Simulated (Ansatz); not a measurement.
This geometry of AlH₇O₂Si (11 atoms, charge 0, multiplicity 1) is a first-order saddle point.

All numbers below come from RKS r2SCAN/def2-SVP in Ansatz.

```xyz
11
Properties=species:S:1:pos:R:3
Al -0.186 0.177 0.076
H -0.347 -0.104 1.813
O 1.287 -0.475 -0.494
Si 2.442 -1.369 -1.254
H 1.833 -2.302 -2.251
H 3.398 -0.471 -1.972
H 3.213 -2.177 -0.261
H -1.538 0.013 -0.711
O 0.100 1.835 0.884
H 0.990 2.212 0.942
H -0.082 0.928 1.708
```

(1) Which two structures does it join? (They come from a converged band through this point; their orientation in space is the band's.)

(2) How far does it lie above each of them?

Results:

(1) Bonds broken: Al1–H2, O9–H11. Bonds formed: H2–H11. AlH7O2Si becomes AlH5O2Si + H2.

Image 0:

```xyz
11
Properties=species:S:1:pos:R:3
Al -0.353 -0.133 0.283
H -0.677 -0.734 1.727
O 1.270 -0.402 -0.321
Si 2.395 -1.243 -1.178
H 1.765 -2.170 -2.169
H 3.282 -0.295 -1.923
H 3.263 -2.056 -0.269
H -1.488 0.061 -0.810
O 0.241 1.708 0.817
H 1.178 1.638 0.552
H 0.232 1.892 1.769
```

Image 10:

```xyz
11
Properties=species:S:1:pos:R:3
Al -0.092 0.632 -0.186
H -0.032 -0.613 1.842
O 1.236 -0.345 -0.617
Si 2.385 -1.380 -1.179
H 1.772 -2.461 -2.009
H 3.384 -0.649 -2.018
H 3.104 -2.021 -0.036
H -1.560 0.206 -0.533
O 0.134 2.190 0.461
H 0.969 2.618 0.662
H -0.192 0.089 2.091
```

(2) 0.60 eV above the first and 0.82 eV above the second. This is the barrier of this one path; another mechanism may lie lower. The orbitals stay closed-shell, which can raise the energy where a bond breaks towards radicals; this wasn't checked here.

Run time: 5 min on 4 threads of Arm Neoverse V1 (shared host), peak memory 0.18 GiB.
